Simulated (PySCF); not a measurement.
Rigid-rotor lines calculated for a species of formula C4H2BF3O2 (commonest isotopes; PySCF, PBE0-D3(BJ)/def2-SVP geometry optimisation, gas phase), labelled J(Ka,Kc):

```tsv
transition	MHz
2(1,2) ← 1(1,1)	1875.3
2(1,1) ← 1(1,0)	1954.0
1(1,1) ← 0(0,0)	3341.4
2(0,2) ← 1(0,1)	1914.1
1(0,1) ← 0(0,0)	957.3
```

Task: Find the rotational constants.

Result: 1(0,1) ← 0(0,0) is B + C, 2(1,1) ← 1(1,0) is 3B + C and 2(1,2) ← 1(1,1) is B + 3C, so B − C is half the difference of the last two, 39.4 MHz. 1(1,1) ← 0(0,0) is A + C. A = 2882.4, B = 498.3, C = 459.0 MHz.

Task: What moments of inertia, asymmetry and inertial defect follow?

Result: I = 505379 MHz·u·Å² over each constant: Ia = 175.33, Ib = 1014.17, Ic = 1101.05 u·Å²; κ = (2B − A − C)/(A − C) = -0.968 (near-prolate asymmetric top); Δ = Ic − Ia − Ib = -88.45 u·Å².

Task: Which dipole components do these lines need?

Result: μa and μb (a-type: ΔKa even, ΔKc odd; b-type: both odd). The calculation gives |μa| = 1.24 D, |μb| = 0.18 D, |μc| = 1.53 D.

Task: Where do these fall, and of which type are they? 2(2,1) ← 2(1,1); 2(2,0) ← 1(1,0); 2(1,2) ← 1(0,1); 2(2,1) ← 2(1,2); 2(2,1) ← 1(1,0); 1(1,0) ← 0(0,0).

Result: 
```json
{"transition": "1(1,0) ← 0(0,0)", "MHz": "3381", "type": "c", "branch": "R"}
{"transition": "2(1,2) ← 1(0,1)", "MHz": "4259", "type": "b", "branch": "R"}
{"transition": "2(2,1) ← 2(1,1)", "MHz": "7152", "type": "c", "branch": "Q"}
{"transition": "2(2,1) ← 2(1,2)", "MHz": "7270", "type": "b", "branch": "Q"}
{"transition": "2(2,1) ← 1(1,0)", "MHz": "9106", "type": "b", "branch": "R"}
{"transition": "2(2,0) ← 1(1,0)", "MHz": "9107", "type": "c", "branch": "R"}
```

Task: Which structure gave them?

Result: `B(C#CC(F)=C(F)F)(O)O`, point group C1. Three constants can't fix a structure by themselves; this is the one that was computed:
```xyz
12
C4H2BF3O2 angstrom
O      3.039   -0.333   -0.340
B      2.097    0.565    0.057
O      2.459    1.837    0.332
C      0.613    0.152    0.203
C     -0.546   -0.215    0.306
C     -1.885   -0.647    0.450
F     -2.192   -1.392    1.515
C     -2.862   -0.356   -0.424
F     -2.673    0.359   -1.496
F     -4.093   -0.760   -0.299
H      2.677   -1.207   -0.514
H      3.405    1.971    0.200
```

The values belong to one conformer (point group C1) with, in the numbering `[OH:1][B:2]([OH:3])[C:4]#[C:5][C:6]([F:7])=[C:8]([F:9])[F:10]`, H–O1–B2–O3 180°, O1–B2–O3–H 0°. Stationary, but not proved a minimum. No vibrational averaging or centrifugal distortion is included, and the geometry carries the error of its method. Quadrupole hyperfine structure (11B) is left out.
